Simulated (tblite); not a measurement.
Species: C₇H₁₆Ge.
Cartesian coordinates in Å at the GFN2-xTB level; atoms count from 1:
```
atom  x, y, z in Å
C1    -2.8988    0.9117   -0.1542
C2    -2.0424   -0.2697    0.2859
C3    -0.5486    0.0223    0.1805
C4    -0.0409    0.1764   -1.2667
C5     1.2942   -0.5806   -1.3400
C6     1.6763   -0.8421    0.1169
Ge7    2.6159    0.7158    0.9194
C8     0.3227   -1.0872    0.7686
H9    -3.9555    0.6713   -0.0623
H10   -2.6906    1.7816    0.4650
H11   -2.6956    1.1727   -1.1899
H12   -2.2800   -0.5164    1.3240
H13   -2.2810   -1.1442   -0.3248
H14   -0.3362    0.9463    0.7338
H15    0.0920    1.2287   -1.5195
H16   -0.7572   -0.2455   -1.9726
H17    2.0574   -0.0133   -1.8764
H18    1.1598   -1.5317   -1.8604
H19    2.3259   -1.7171    0.2043
H20    2.1583    2.0282    0.3657
H21    2.4296    0.7716    2.4054
H22    4.0912    0.6560    0.6636
H23   -0.0669   -2.0646    0.4711
H24    0.3585   -1.0503    1.8588
```

Level: GFN2-xTB in tblite, geometry and Hessian alike; calculated harmonic values, unscaled, isolated species. Against measured fundamentals such values can be off by several per cent, at times by over 20. Modes of hydrogen on germanium can be 10 to 20 % off. One conformer, not necessarily the lowest.

Harmonic wavenumbers (cm⁻¹): 41.2, 69.1, 90.3, 116.1, 178.6, 214.9, 226.2, 280.9, 391.1, 430.7, 460.7, 505.1, 543.6, 591.4, 704.2, 781.7, 814.0, 823.9, 855.0, 875.9, 884.8, 959.5, 971.4, 981.9, 990.9, 1018.4, 1069.5, 1088.4, 1106.7, 1130.3, 1141.6, 1160.6, 1179.9, 1215.4, 1233.3, 1244.8, 1261.9, 1273.8, 1299.2, 1310.4, 1318.9, 1334.0, 1362.1, 1416.2, 1485.0, 1492.6, 1495.4, 1504.0, 1507.8, 1509.6, 1963.1, 2054.6, 2062.2, 2889.4, 2925.2, 2948.9, 2952.5, 2959.8, 2970.5, 2971.5, 2975.5, 2983.0, 2995.4, 3031.2, 3034.9, 3042.5.

A = 2676, B = 683.4, C = 644.3 MHz; mass 174.046 u (most abundant isotopes); point group C1, symmetry number 1.

What is the zero-point energy?

Half the sum of the wavenumbers: 45352 cm⁻¹ = 129.67 kcal/mol.

What is S at 200 K and 1 bar for an ideal gas of classical rigid rotors and harmonic oscillators?

Translation 39.41, rotation 28.80, vibration 20.34: S = 88.5 cal/(mol K).

And Cp and H(200 K) − H(0)?

Cp = 29.11 cal/(mol K), of which vibrations give 21.17 (their classical limit is 66 R = 131.2); H(200 K) − H(0) = 3.76 kcal/mol without the zero-point energy, 2.17 from vibrations.

Blend soft modes into free rotors: weight 1/[1 + (100 cm⁻¹/ν̃)⁴] for the oscillator and the rest for a rotor with moment μB/(μ + B), μ = h/(8π²ν), B = 10⁻⁴⁴ kg m². What vibrational entropy results?

18.68 cal/(mol K) in place of 20.34, which changes −T·S at 200 K by +0.33 kcal/mol.

How do the functions run with temperature in this model?

```
 T (K)  S (cal/(mol K))  Cp (cal/(mol K))  H − H(0) (kcal/mol)  G − H(0) (kcal/mol)  ln q(vib)
   150             81.0              24.1                 2.44                -9.71       3.39
   250             95.7              34.9                 5.36               -18.55       6.13
298.15            102.3              41.0                 7.18               -23.32       7.44
   400            116.2              54.1                12.03               -34.45      10.24
   600            142.5              75.6                25.13               -60.35      15.89
   900            177.5              96.7                51.24              -108.47      24.31
```

q(vib) and H(0) count from the zero-point level.

Which modes carry the vibrational entropy at 200 K?

41.2 cm⁻¹: 4.41; 69.1 cm⁻¹: 3.40; 90.3 cm⁻¹: 2.88; 116.1 cm⁻¹: 2.40; 178.6 cm⁻¹: 1.62; 214.9 cm⁻¹: 1.31 cal/(mol K); the other 60 give 4.32 together.

What must be added to the electronic energy to get the Gibbs energy at 200 K and 1 bar?

ZPE + [H(200 K) − H(0)] − T·S = 129.67 + 3.76 − 17.71 = 115.72 kcal/mol.

Hindered rotation and anharmonicity are outside this model. Other conformers, if any are populated, would add a mixing term that is left out. The structure is chiral; the term R ln 2 for an equal mix with its mirror image is left out.
